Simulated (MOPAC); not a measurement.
MOPAC input (PM6):

```
PM6 FORCE THERMO(298,298) PRECISE LET CHARGE=-1 GEO-OK AUX(PRECISION=9) THREADS=1
H4BO3Si

O    -0.41127445 1   -0.02029950 1    1.02020525 1
B    -0.81539186 1   -0.20656902 1   -0.29540206 1
O    -2.09543025 1   -0.52844717 1   -0.72566523 1
O     0.32781854 1   -0.00260252 1   -1.07509753 1
Si    1.32936767 1    0.33301413 1    0.42926397 1
H    -2.69361581 1   -0.61152193 1    0.01188639 1
H     2.51763147 1    0.54130332 1   -0.43297754 1
H     1.33993873 1    1.64804462 1    1.08436462 1
H     1.88444898 1   -0.74706461 1    1.25620146 1
```

From the output:

```
     H    9   0.225243   0.149329   2.651150

          HEAT OF FORMATION =    -268.173487 KCALS/MOLE

          ZERO POINT ENERGY      29.905 KCAL/MOL

           NORMAL COORDINATE ANALYSIS (Total motion = 1 Angstrom)

   Root No.       1         2         3         4         5         6         7         8

                 1 A"      2 A"      1 A'      3 A"      2 A'      3 A'      4 A"      4 A'

                 127.1     195.9     266.1     421.5     461.7     472.1     557.4     654.5

           1   -0.0000   -0.0000   -0.0837    0.0000   -0.0056   -0.0908    0.0000    0.0112
           2    0.0000    0.0000    0.0259   -0.0000    0.0943   -0.0985   -0.0000    0.0601
           3    0.1004    0.0095   -0.0000   -0.0018   -0.0000    0.0000   -0.0385   -0.0000
           4   -0.0000    0.0000   -0.0958    0.0000   -0.0385   -0.0397   -0.0000    0.0093
           5    0.0000   -0.0000    0.0657   -0.0000   -0.0347   -0.0721    0.0000   -0.0238
           6    0.0409   -0.0238   -0.0000   -0.0479    0.0000    0.0000    0.2106    0.0000
           7    0.0000   -0.0000    0.0886    0.0000   -0.0576   -0.0556    0.0000   -0.0200
           8   -0.0000    0.0000   -0.0768   -0.0000   -0.0412   -0.1310   -0.0000   -0.0260
           9   -0.0864    0.0213    0.0000   -0.0512    0.0000    0.0000   -0.0543    0.0000
          10   -0.0000    0.0000   -0.0440   -0.0000   -0.0295    0.1464    0.0000    0.0003
          11    0.0000   -0.0000    0.0713    0.0000   -0.0653    0.0363   -0.0000   -0.0021
          12    0.0682   -0.0480    0.0000    0.0418    0.0000   -0.0000   -0.0458    0.0000
          13    0.0000   -0.0000    0.0415    0.0000    0.0656    0.0072   -0.0000   -0.0007
          14   -0.0000    0.0000   -0.0339   -0.0000    0.0154    0.1333   -0.0000    0.0003
          15   -0.0455    0.0148    0.0000   -0.0025   -0.0000   -0.0000   -0.0159    0.0000
          16    0.0000   -0.0000    0.2971   -0.0000   -0.0949    0.0817   -0.0000   -0.0474
          17   -0.0000    0.0000    0.0405    0.0000   -0.0580   -0.0662    0.0000   -0.0400
          18   -0.1217    0.0627   -0.0000    0.7971    0.0000    0.0000    0.1270    0.0000
          19    0.0000   -0.0000    0.0896    0.0000   -0.1352    0.0724   -0.0000    0.3521
          20   -0.0000    0.0000   -0.0188   -0.0000   -0.0459    0.1527    0.0000    0.1043
          21   -0.0165    0.2848    0.0000   -0.0288    0.0000   -0.0000    0.1778   -0.0000
          22   -0.1887   -0.2160    0.0531    0.0023    0.1438    0.0349    0.0711   -0.1248
          23   -0.0604    0.1074   -0.0527   -0.0140    0.1201    0.0193    0.1435   -0.1620
          24   -0.1688   -0.1157    0.0062   -0.0025    0.0536    0.0116    0.0398   -0.0918
          25    0.1887    0.2160    0.0531   -0.0023    0.1438    0.0349   -0.0711   -0.1248
          26    0.0604   -0.1074   -0.0527    0.0140    0.1201    0.0193   -0.1435   -0.1620
          27   -0.1688   -0.1157   -0.0062   -0.0025   -0.0536   -0.0116    0.0398    0.0918

   Root No.       9        10        11        12        13        14        15        16

                 5 A"      5 A'      6 A'      7 A'      8 A'      9 A'      6 A"     10 A'

                 687.2     727.9     852.4     884.3     927.4    1023.0    1033.1    1244.0

           1   -0.0000    0.0273   -0.0171    0.0769   -0.0494   -0.0083   -0.0000   -0.1094
           2    0.0000    0.0779    0.0259   -0.0124    0.0383   -0.0026   -0.0000    0.0249
           3    0.0401   -0.0000   -0.0000    0.0000   -0.0000    0.0000   -0.0058   -0.0000
           4    0.0000   -0.0243    0.0169    0.0157   -0.0203   -0.0110   -0.0000    0.2107
           5   -0.0000   -0.0079   -0.0246    0.0202    0.0017   -0.0069   -0.0000   -0.1172
           6   -0.0424   -0.0000    0.0000   -0.0000   -0.0000    0.0000   -0.0020    0.0000
           7    0.0000   -0.0339    0.0240   -0.0696   -0.0006    0.0052   -0.0000   -0.0279
           8    0.0000   -0.0412    0.0016   -0.0358    0.0591    0.0105    0.0000    0.0098
           9    0.0086    0.0000   -0.0000    0.0000   -0.0000    0.0000    0.0005   -0.0000
          10   -0.0000    0.1121    0.0164   -0.0334    0.0663    0.0101    0.0000   -0.0451
          11    0.0000    0.0700    0.0216    0.0287   -0.0914   -0.0137    0.0000    0.0610
          12    0.0295   -0.0000    0.0000   -0.0000    0.0000   -0.0000    0.0025   -0.0000
          13    0.0000   -0.0353   -0.0314   -0.0149   -0.0172   -0.0152    0.0000    0.0186
          14   -0.0000   -0.0616   -0.0071    0.0016   -0.0019   -0.0173   -0.0000   -0.0165
          15   -0.0411    0.0000    0.0000   -0.0000   -0.0000    0.0000   -0.0130    0.0000
          16    0.0000    0.0297   -0.1796    0.3211    0.3765    0.0291   -0.0000    0.2392
          17   -0.0000   -0.0170   -0.0852    0.1211    0.2088    0.0176    0.0000    0.0765
          18   -0.0298    0.0000    0.0000   -0.0000   -0.0000    0.0000   -0.0009   -0.0000
          19   -0.0000   -0.2431    0.0416    0.0596   -0.0164    0.3177   -0.0000   -0.0645
          20    0.0000   -0.1176    0.0083    0.0211   -0.0066    0.0854    0.0000   -0.0463
          21    0.2268    0.0000    0.0000   -0.0000    0.0000   -0.0000    0.3785    0.0000
          22    0.1678   -0.1095    0.2312    0.1399    0.0389    0.0423    0.0757   -0.0289
          23    0.2236    0.1205   -0.1203   -0.0471   -0.1315    0.2713   -0.2876    0.0843
          24    0.0804   -0.0299    0.1627    0.0966    0.0273    0.0632    0.0250   -0.0265
          25   -0.1678   -0.1095    0.2312    0.1399    0.0389    0.0423   -0.0757   -0.0289
          26   -0.2236    0.1205   -0.1203   -0.0471   -0.1315    0.2713    0.2876    0.0843
          27    0.0805    0.0299   -0.1627   -0.0966   -0.0272   -0.0632    0.0250    0.0265

   Root No.      17        18        19        20        21

                11 A'     12 A'      7 A"     13 A'     14 A'

                1483.8    2115.0    2132.8    2134.3    2516.9

           1   -0.0745   -0.0005   -0.0000   -0.0006    0.0013
           2    0.0049    0.0006   -0.0000    0.0001    0.0009
           3   -0.0000    0.0000   -0.0005   -0.0000    0.0000
           4    0.1852    0.0013   -0.0000    0.0012    0.0047
           5    0.3140   -0.0003   -0.0000    0.0017   -0.0158
           6   -0.0000   -0.0000   -0.0003    0.0000    0.0000
           7   -0.0512   -0.0001   -0.0000   -0.0002    0.0179
           8   -0.1013   -0.0000    0.0000   -0.0003   -0.0460
           9    0.0000   -0.0000    0.0000    0.0000    0.0000
          10    0.0367   -0.0010    0.0000    0.0009   -0.0007
          11   -0.0835   -0.0007    0.0000   -0.0003    0.0023
          12    0.0000   -0.0000    0.0005    0.0000   -0.0000
          13   -0.0150    0.0147    0.0000   -0.0103   -0.0000
          14   -0.0162   -0.0152   -0.0000   -0.0128   -0.0005
          15    0.0000    0.0000   -0.0286    0.0000   -0.0000
          16   -0.2012    0.0007   -0.0000   -0.0002   -0.3441
          17   -0.0937   -0.0002    0.0000   -0.0011    0.8582
          18    0.0000    0.0000   -0.0002   -0.0000   -0.0000
          19    0.0332   -0.1429    0.0000   -0.0882   -0.0002
          20   -0.0163    0.4705   -0.0000    0.3082    0.0009
          21    0.0000   -0.0000   -0.0076   -0.0000   -0.0000
          22    0.0055   -0.1280   -0.2599    0.1804    0.0008
          23    0.0236   -0.0198   -0.0200    0.0197    0.0019
          24    0.0287    0.2038    0.4044   -0.2743   -0.0001
          25    0.0055   -0.1280    0.2599    0.1804    0.0008
          26    0.0236   -0.0198    0.0201    0.0197    0.0019
          27   -0.0287   -0.2038    0.4044    0.2743    0.0001

           MASS-WEIGHTED COORDINATE ANALYSIS (NORMAL COORDINATES)

   Root No.       1         2         3         4         5         6         7         8

                 1 A"      2 A"      1 A'      3 A"      2 A'      3 A'      4 A"      4 A'

                 127.1     195.9     266.1     421.5     461.7     472.1     557.4     654.5

           1   -0.0000   -0.0000   -0.3763    0.0000   -0.0296   -0.2879    0.0000    0.0784
           2    0.0000    0.0000    0.1166   -0.0000    0.4992   -0.3122   -0.0000    0.4212
           3    0.5258    0.0708   -0.0000   -0.0086   -0.0000    0.0000   -0.1846   -0.0000
           4   -0.0000    0.0000   -0.3537    0.0000   -0.1676   -0.1033   -0.0000    0.0534
           5    0.0000   -0.0000    0.2429   -0.0000   -0.1508   -0.1878    0.0000   -0.1373
           6    0.1759   -0.1457   -0.0000   -0.1835    0.0000    0.0000    0.8312    0.0000
           7    0.0000   -0.0000    0.3980    0.0000   -0.3049   -0.1762    0.0000   -0.1403
           8   -0.0000    0.0000   -0.3453   -0.0000   -0.2182   -0.4154   -0.0000   -0.1827
           9   -0.4526    0.1591    0.0000   -0.2387    0.0000    0.0000   -0.2606    0.0000
          10   -0.0000    0.0000   -0.1977   -0.0000   -0.1559    0.4640    0.0000    0.0022
          11    0.0000   -0.0000    0.3205    0.0000   -0.3456    0.1151   -0.0000   -0.0150
          12    0.3574   -0.3581    0.0000    0.1949    0.0000   -0.0000   -0.2201    0.0000
          13    0.0000   -0.0000    0.2469    0.0000    0.4596    0.0304   -0.0000   -0.0065
          14   -0.0000    0.0000   -0.2021   -0.0000    0.1081    0.5599   -0.0000    0.0031
          15   -0.3156    0.1460    0.0000   -0.0157   -0.0000   -0.0000   -0.1013    0.0000
          16    0.0000   -0.0000    0.3351   -0.0000   -0.1260    0.0650   -0.0000   -0.0834
          17   -0.0000    0.0000    0.0457    0.0000   -0.0771   -0.0526    0.0000   -0.0705
          18   -0.1600    0.1173   -0.0000    0.9324    0.0000    0.0000    0.1531    0.0000
          19    0.0000   -0.0000    0.1010    0.0000   -0.1796    0.0576   -0.0000    0.6199
          20   -0.0000    0.0000   -0.0213   -0.0000   -0.0610    0.1215    0.0000    0.1837
          21   -0.0217    0.5329    0.0000   -0.0337    0.0000   -0.0000    0.2143   -0.0000
          22   -0.2481   -0.4041    0.0599    0.0026    0.1911    0.0277    0.0857   -0.2197
          23   -0.0794    0.2010   -0.0594   -0.0164    0.1595    0.0154    0.1730   -0.2852
          24   -0.2220   -0.2166    0.0070   -0.0029    0.0712    0.0092    0.0480   -0.1616
          25    0.2481    0.4041    0.0599   -0.0026    0.1911    0.0277   -0.0857   -0.2197
          26    0.0794   -0.2010   -0.0594    0.0164    0.1595    0.0154   -0.1730   -0.2852
          27   -0.2220   -0.2165   -0.0070   -0.0029   -0.0712   -0.0092    0.0480    0.1616

   Root No.       9        10        11        12        13        14        15        16

                 5 A"      5 A'      6 A'      7 A'      8 A'      9 A'      6 A"     10 A'
```

The dipole moment of an ion depends on the origin.
